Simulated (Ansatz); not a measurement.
The same path of FGeH$_{3}$ (5 atoms, charge 0, multiplicity 1) was run twice with different band settings. Lost on the way: Ge1–H2, Ge1–H3. Made: H2–H3.

Level of theory: RKS BLYP-D4/def2-SVP in Ansatz 0.2.0.

Relaxed end points:

```xyz
5
Properties=species:S:1:pos:R:3
Ge 0.283 -0.048 0.200
H 0.246 0.012 1.750
H 1.732 0.012 -0.351
F -0.547 1.399 -0.386
H -0.500 -1.269 -0.354
```

```xyz
5
Properties=species:S:1:pos:R:3
Ge 0.057 -0.043 -0.949
H 1.114 -0.293 1.341
H 1.677 0.069 0.952
F -0.870 1.428 -0.530
H -0.764 -1.055 0.045
```

Common settings: spring 5.0 eV/Å²; optimiser quadratic models (default); start path through a guess of the saddle point; force threshold 0.05 eV/Å; iteration limit 60; end points relaxed.

| run | movable images | climbing image |
| --- | --- | --- |
| 1 | 7 | yes |
| 2 | 4 | no |

Task: What does each run give, and how far can it be trusted?

Result: Run 1: converged after 10 iterations, highest image 2.292 eV above the first end. A vibrational analysis at the climbing image gives one clearly imaginary mode, 1040i cm⁻¹: a first-order saddle point.
Run 2: converged after 7 iterations, highest image 2.119 eV above the first end. Neighbouring images differ by up to 1.4 eV, so the band resolves the path poorly. No image climbed, so the highest image needn't sit at the top of the path.
The orbitals stay closed-shell, which can raise the energy where a bond breaks towards radicals; this wasn't checked here.
